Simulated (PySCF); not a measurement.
SMILES Cc1cccc(F)c1 (C7H7F) at its GFN2-xTB optimised geometry (Å):

```
15

C     -1.5925    -1.9222    -0.0231
C     -0.8345    -0.6308     0.0000
C     -1.5042     0.5877    -0.0012
C     -0.8077     1.7832    -0.0012
C      0.5764     1.7891    -0.0002
C      1.2325     0.5728     0.0000
F      2.5842     0.5569     0.0023
C      0.5542    -0.6308     0.0000
H     -1.8010    -2.2105    -1.0539
H     -1.0166    -2.7196     0.4396
H     -2.5427    -1.8230     0.4961
H     -2.5842     0.5981    -0.0009
H     -1.3449     2.7196    -0.0006
H      1.1411     2.7076     0.0017
H      1.1111    -1.5552     0.0011
```

Method: PBE/def2-TZVP (PySCF 2.14.0).

Map of the electrostatic potential (hartree/e), clipped to [-0.08, 0.12] on the plane z = 0.6 Å:

```
|::::::::::::::::::::.......|
|:::::::::::::::::::::......|
|:::::::::::::::::::::......|
|::::::::----:::---:::......|
|:::::::-=++--:-=+=-::......|
|:::::::-+@%+--=#@#=::......|
|:::::::-*@@@**%@@@=:.......|
|:::::::-+@@@@@@@@#-:.    ..|
|:::::::-+@@@@@@@@#-:      .|
|:::::--=*@@@@@@@@@+-.      |
|:::--=*#@@@@@@@@@@@@#:     |
|:::-=#@@@@@@%#@@@@@@@@.    |
|:::-=#@@@@@@%#@@@@@@@@.    |
|:::--=*#@@@@@@@@@@@@%-     |
|::::--==#@@@@@@@@@+-.     .|
|::::--==#@@@@@@@@#-.      .|
|:::-=*@@@@@@@@@@@#-:.    ..|
|:::-+@@@@@@@#*%@@%=:.......|
|:::-+@@@@@@@+=+#@#=::......|
|:::-=@@@@@@@%===+=-::......|
|::::-=+*@@@@@=----:::......|
|:::::::-=@@@@=---::::......|
|::::::::-+%%+--::::::......|
|:::::::::-----:::::::......|
|:::::::::::::::::::::......|
|:::::::::::::::::::::......|
|::::::::::::::::::::.......|
```
Scale: ten equal steps from -0.027 (start of ' ') to 0.120 (end of '@'), in the order ' .:-=+*#%@'; x runs from -5.00 to 5.00, y from -5.00 (bottom) to 5.00 (top).
